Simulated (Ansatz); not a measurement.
A nudged elastic band was laid between two geometries of CH5BFP (9 atoms, charge 0, multiplicity 1).

These are results of RKS PBE/6-31G* in Ansatz, not measurements.

- movable images: 4
- climbing image: no
- spring: 5.0 eV/Å²
- optimiser: quadratic models (default)
- start path: through a guess of the saddle point
- force threshold: 0.05 eV/Å
- iteration limit: 60
- end points: relaxed

First end point:

```xyz
9
Properties=species:S:1:pos:R:3
F -1.181 1.026 -1.082
C 0.169 1.048 -0.696
B 0.625 -0.177 0.167
P -0.504 -1.659 0.421
H 0.795 1.118 -1.613
H 0.365 1.991 -0.138
H 1.777 -0.230 0.520
H -1.776 -1.065 0.666
H -0.181 -2.098 1.738
```

Last end point:

```xyz
9
Properties=species:S:1:pos:R:3
F 0.269 1.747 -1.734
C 0.401 1.083 -0.507
B -0.262 -0.341 -0.482
P 0.127 -1.609 0.866
H 1.478 1.055 -0.235
H -0.082 1.704 0.283
H -0.957 -0.708 -1.394
H -1.162 -2.154 1.135
H 0.277 -0.823 2.050
```

(1) Which bonds break or form, and what moves?

(2) What energy profile does the band end with?

(3) What is the geometry of the highest image?

Results:

(1) No bond is made or broken. The dihedral F1–C2–B3–H7 goes from 179 to -9°.

(2) The forces met the threshold. The highest image is number 4 of 0 to 5, 40.2 kJ/mol above the first end and 30.4 kJ/mol above the last; the last end lies 9.9 kJ/mol above the first. The profile has 2 maxima (images 1, 4) with wells between them (image 2): this band takes more than one step, which may be the mechanism or a detour left from its start path. No image climbed, so the highest image needn't sit at the top of the path.

```
image  path coordinate (Å)  energy (kJ/mol)  dihedral F1–C2–B3–H7 (°)
    0                 0.00              0.0                       179
    1                 1.68             26.2                       120
    2                 3.35             22.3                        56
    3                 5.03             22.7                        11
    4                 6.71             40.2                       -15
    5                 8.39              9.9                        -9
```

(3) 
```xyz
9
Properties=species:S:1:pos:R:3:forces:R:3
F 0.505 1.693 -1.642 0.00 -0.02 0.01
C 0.218 1.000 -0.461 0.03 -0.01 -0.02
B 0.078 -0.549 -0.600 -0.01 0.01 0.02
P -0.031 -1.730 0.960 0.07 0.01 0.01
H 0.907 1.338 0.339 0.05 0.00 0.00
H -0.801 1.308 -0.108 0.03 0.02 0.02
H -0.055 -1.042 -1.690 -0.10 0.01 -0.01
H -1.341 -1.224 1.293 -0.02 -0.12 -0.06
H 0.610 -0.841 1.892 -0.06 0.10 0.04
```

The run took 5.1 min on 1 thread of AMD EPYC (Zen 3), on a shared host, peak memory 0.14 GiB.
